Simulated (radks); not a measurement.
Task: I XLI, configuration [Ne] 3s2 3p1. All-electron calculation, Dirac Kohn-Sham, PBE, spin-unpolarised, spherical densities, point nucleus; open shells are shared between the two j in proportion to 2j + 1. Program: a radial shooting solver on a logarithmic mesh with Libxc functionals. Some entries of the table are withheld. Estimate them.

orbital      occ.  eigenvalue (eV)  <1/r> (bohr^-1)
1s1/2           2        -35488.46              (1)
2s1/2           2              (2)              (3)
2p1/2           2              (4)            13.43
2p3/2           4              (5)            12.40
3s1/2           2              (6)            5.464
3p1/2    0.333333        -2887.943              (7)
3p3/2    0.666667        -2809.354              (8)

Result: 
(1) 1s1/2 <1/r> (bohr^-1): 56.86
(2) 2s1/2 eigenvalue (eV): -7485.280
(3) 2s1/2 <1/r> (bohr^-1): 13.49
(4) 2p1/2 eigenvalue (eV): -7204.439
(5) 2p3/2 eigenvalue (eV): -6895.664
(6) 3s1/2 eigenvalue (eV): -2987.272
(7) 3p1/2 <1/r> (bohr^-1): 5.402
(8) 3p3/2 <1/r> (bohr^-1): 5.133
